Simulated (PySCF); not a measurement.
A geometry optimisation on `C[NH][AlH][I]`.

Computed with PBE0-D3(BJ)/def2-SVP geometry optimisation, gas phase, def2 core potentials past Kr (PySCF 2.14.0). Start geometry: GFN2-xTB. A driver script takes a list of jobs; this job's settings line and coordinates (Å) are shown.

Input:
```
{"job": {"xc": "PBE0", "basis": "def2-SVP", "d3": "d3bj", "grid": 1, "maxiter": 30, "shake": 0.01, "kind": "geom"}, "charge": 0, "multiplicity": 1}
C     -1.331650    -0.194610    -0.203790
N      0.049500    -0.547960    -0.068740
Al     1.382790     0.565410     0.252820
I      3.824990    -0.173440     0.480790
H     -1.975770    -0.662600     0.539200
H     -1.742130    -0.428940    -1.198940
H     -1.427020     0.909630    -0.081270
H      0.178790    -1.542240    -0.188850
H      1.098310     2.057590     0.435060
```

Output:
```
step   0  E = -635.71963115  max force = 0.022343
step   1  E = -635.72229954  max force = 0.011194
step   2  E = -635.72300569  max force = 0.002768
step   3  E = -635.72307964  max force = 0.001252
step   4  E = -635.72309528  max force = 0.000636
step   5  E = -635.72310076  max force = 0.000385
optimisation converged
```

Energies in Eh; «max force» is the largest Cartesian gradient component in Eh/bohr.

**Question.** Give the first gradient maximum in eV/Å.

**Answer.** With 1 Eh/bohr = 51.422 eV/Å, 1.149 eV/Å.

Main results: final energy -635.72310 Eh after 5 steps; dipole 2.33 D.

**Question.** Give the final coordinates.

**Answer.** 0.114 Å rms from the input after alignment:
```
atom  x, y, z in Å
C1    -1.3320   -0.1814   -0.2254
N2     0.0707   -0.4889   -0.0658
Al3    1.4058    0.6163    0.2853
I4     3.6553   -0.4020    0.4984
H5    -1.9659   -0.6972    0.5187
H6    -1.7141   -0.4506   -1.2268
H7    -1.5027    0.8991   -0.0963
H8     0.2688   -1.4794   -0.1763
H9     1.1719    2.1667    0.4546
```

**Question.** How long does this job take on Arm Neoverse V1, one thread, no GPU, shared host with 32 logical CPUs at a one-minute load of 11? And the peak memory of the process?

**Answer.** About 24 s, with 0.40 GiB resident at the peak, the Python interpreter and its libraries included.
Labels such as C1 count atoms from 1, the log's own numbers from 0.
